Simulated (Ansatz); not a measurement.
# Four-centre ligand exchange

Start structure (Ge₄H₁₁ClO, closed shell), relaxed at PBE0-D4/def2-TZVP:

Ge1  (-0.215, -0.496, -0.497)
Ge2  (1.915, -1.094, 0.540)
Ge3  (-0.014, 1.430, -1.969)
Ge4  (-1.977, -0.351, 1.189)
O5  (-0.637, -1.833, -1.633)
H6  (1.307, 1.634, 1.783)
Cl7  (0.399, 2.527, 1.606)
H8  (3.052, -1.171, -0.492)
H9  (1.813, -2.443, 1.274)
H10  (2.331, -0.043, 1.599)
H11  (-0.088, 0.931, -3.420)
H12  (1.332, 2.137, -1.743)
H13  (-1.152, 2.428, -1.709)
H14  (-1.390, -0.260, 2.606)
H15  (-2.818, -1.641, 1.096)
H16  (-2.895, 0.855, 0.943)
H17  (-0.962, -2.610, -1.172)
(Å)

The step: Ge₄H₁₀O ([OH][Ge]([GeH3])([GeH3])[GeH3]) + HCl → Ge₃H₇ClO ([OH][Ge]([Cl])([GeH3])[GeH3]) + GeH₄; bonds formed: Ge1–Cl7, Ge2–H6; bonds broken: Ge1–Ge2, H6–Cl7. Ansatz 0.2.0; basis: def2-TZVPP and def2-QZVPP; cores frozen in the correlated methods. Filled d shells of the heavier atoms are correlated. The def2 sets are not built for correlating such inner shells, so the correlated values are less sure here. Extrapolation: Hartree–Fock as exp(−7.88 √X), correlation as X^−2.97. Energies below are by CCSD(T) at an estimated basis limit (MP2 extrapolated from triple and quadruple zeta, plus CCSD(T) − MP2 in triple zeta).

Question: What are the electronic barrier and the energy of the step, from the start structure to the end structure? (To be estimated.)

Answer: By the calculation: Barrier 1.356 eV; step energy -0.538 eV (downhill); reverse barrier, their difference, 1.895 eV. Barrier and step energy count from the start structure, the reverse barrier from the end structure.

The saddle point: One imaginary mode of 490i cm⁻¹.
```tsv
pair	start (Å)	saddle (Å)	end (Å)
Ge1–Cl7	3.73	2.81	2.18
Ge2–H6	3.06	1.74	1.53
Ge1–Ge2	2.44	2.79	4.29
H6–Cl7	1.29	1.84	3.50
```

Zero-point energy (harmonic, PBE0-D4): ZPE is 2.506 eV at the start and 2.484 eV at the saddle, so the barrier goes from 1.356 to 1.335 eV.

T1 diagnostic: at most 0.013.

Labels in which every atom is bracketed show which atoms are joined, not bond orders.

For scale, one of the runs: CCSD(T)/def2-TZVPP, 419 basis functions, launched by `ansatz run in.yaml --threads 4 --pin off --events-out ev --progress --plain --max-ram 66560MiB --backend cuda --devices 0, --max-vram 37GiB`. Hardware: 4 CPU threads of an AMD EPYC 7R13 and a share of one NVIDIA H100, shared host. Wall time 110 s; peak host memory 0.96 GiB.
